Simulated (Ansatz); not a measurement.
C₂H₅F₃Si, SMILES `CC[Si](F)(F)F`. Total charge 0; spin multiplicity 1. Geometry: relaxed with PBE0-D4/def2-TZVP. It is one conformer, not always the lowest.

```xyz
11

C     1.022    0.164    0.985
C    -0.430    0.240    0.512
Si   -0.669   -0.301   -1.225
F     0.169    0.582   -2.233
F    -2.181   -0.208   -1.671
F    -0.211   -1.798   -1.440
H     1.112    0.495    2.022
H     1.673    0.796    0.378
H     1.407   -0.856    0.930
H    -1.077   -0.377    1.144
H    -0.813    1.263    0.597
```

(1) What is the dipole moment at PBE/def2-TZVPP? (Best estimate.)

(2) And with r2SCAN, B3LYP, ωB97M-V? (An estimate is asked.)

(3) Give the Mulliken charges with PBE, r2SCAN, B3LYP in def2-TZVPP. (Estimate.)

Results:

(1) Computed: 2.43 D, with components (0.43, 0.70, 2.29) D in this frame, pointing from negative to positive charge.

(2) Computed: r2SCAN 2.47 D, B3LYP 2.51 D, ωB97M-V 2.48 D.

(3) Ansatz gave: 
```csv
atom,PBE,r2SCAN,B3LYP
C1,-0.26,-0.14,-0.27
C2,-0.24,-0.19,-0.24
Si3,0.83,0.96,0.96
F4,-0.27,-0.31,-0.31
F5,-0.26,-0.30,-0.31
F6,-0.27,-0.31,-0.31
H7,0.09,0.05,0.09
H8,0.10,0.06,0.10
H9,0.10,0.06,0.10
H10,0.09,0.06,0.09
H11,0.09,0.06,0.09
```

B3LYP here is the variant with VWN-RPA as its local correlation; programs differ in this.
